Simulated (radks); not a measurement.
Results of a calculation; reference values are marked as such.
Coulomb parameter of the 4d shell of the cadmium ion Cd2+ in the model configuration [Kr] 4d9 5s1, as a second difference U = [E(n + 0.5) + E(n - 0.5) - 2 E(n)] / (0.5)^2 with all orbitals relaxed. "Bare": the charge of the atom changes with n. "Screened": the 5s shell takes up the change at fixed total charge, which measures U(4d,4d) + U(5s,5s) - 2 U(4d,5s). Code: a radial shooting solver on a logarithmic mesh with Libxc functionals. Model: scalar-relativistic Kohn-Sham, PBE, spin-unpolarised, spherical densities, point nucleus.

case              configuration  E - E(n) (eV)
start              [Kr] 4d9 5s1          0.000
bare +0.5        [Kr] 4d9.5 5s1        -15.529
bare -0.5        [Kr] 4d8.5 5s1         19.289
screened +0.5  [Kr] 4d9.5 5s0.5         -5.499
screened -0.5  [Kr] 4d8.5 5s1.5          6.152

U(bare) = 15.042 eV, U(screened by 5s) = 2.612 eV, against the Slater integral F0(4d,4d) = 20.331 eV with frozen orbitals.
